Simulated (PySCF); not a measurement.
C2H10N2Sn, SMILES C[N](C)[SnH2][NH2].

The structure is a stationary point at r2SCAN-D4/def2-SVP. The def2 effective core potentials stand for the cores of Sn; spin–orbit coupling is left out. Other conformers were not sampled.

Computed with TDA-PBE/def2-SVPD in PySCF 2.14.0.

Vertical excitations. 

```csv
state,energy (eV),λ (nm),f,main pairs
S1,3.93,316,0.018,HOMO→LUMO 97 %
S2,4.31,287,0.051,"HOMO→LUMO+1 81 %, HOMO→LUMO+2 14 %"
S3,4.47,278,0.011,"HOMO→LUMO+2 86 %, HOMO→LUMO+1 14 %"
S4,5.03,247,0.005,HOMO→LUMO+3 99 %
S5,5.38,230,0.005,"HOMO−1→LUMO+1 71 %, HOMO−1→LUMO 27 %"
S6,5.55,223,0.017,HOMO→LUMO+4 99 %
S7,5.59,222,0.066,"HOMO−1→LUMO 60 %, HOMO−1→LUMO+1 27 %"
S8,5.81,213,0.024,"HOMO→LUMO+5 65 %, HOMO−1→LUMO+2 25 %"
S9,5.86,212,0.040,"HOMO−1→LUMO+2 63 %, HOMO→LUMO+5 25 %"
S10,6.04,205,0.012,HOMO→LUMO+6 92 %
T1,3.77,329,0,"HOMO→LUMO 69 %, HOMO→LUMO+1 30 %"
T2,3.84,323,0,"HOMO→LUMO+1 67 %, HOMO→LUMO 31 %"
T3,4.32,287,0,HOMO→LUMO+2 98 %
T4,4.83,256,0,HOMO−1→LUMO 96 %
```
Triplets are in the Tamm–Dancoff approximation.
